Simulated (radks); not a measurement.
Values are calculated unless marked as measured or tabulated.
Spherical jellium clusters: N electrons in a uniform positive sphere of charge N and radius rs N^(1/3), rs = 4.32 bohr. Level of theory: non-relativistic Kohn-Sham, PBE, spin-polarised, spherical densities (a radial shooting solver with Libxc functionals). Levels are named by radial order and angular momentum (1s, 1p, 1d, 2s, ...), and open shells are averaged over m.

N = 6, configuration 1s2 1p(up 3, down 1). This is the lowest configuration that the search found. Occupied and some empty levels:

level,occupation,eigenvalue (eV),<r> (bohr)
1s up,1,-4.1568,5.460
1s down,1,-3.8267,5.176
1p up,3,-2.9745,6.553
1p down,1,-2.5169,6.542
1d up,0,-1.5327,7.732
1d down,0,-1.0802,7.990
2s up,0,-1.0559,8.446
2s down,0,-0.89648,8.527

Energy (eV): total -10.3126, kinetic 9.3071, external -146.19, Hartree 71.675, exchange-correlation -19.983, background 74.875.

Electron density:

r (bohr),n(r) (e/bohr^3)
0.586,0.002618
1.24,0.002786
1.89,0.003036
2.54,0.003309
3.20,0.003534
3.85,0.003632
4.50,0.003544
5.16,0.003244
5.81,0.002761
6.46,0.002167
7.11,0.001559
7.77,0.001026
8.42,0.0006233
9.07,0.0003585
9.72,0.0001997
10.4,0.0001088
11.0,0.00005882
11.7,0.00003149
12.3,0.00001656
13.0,8.724e-06
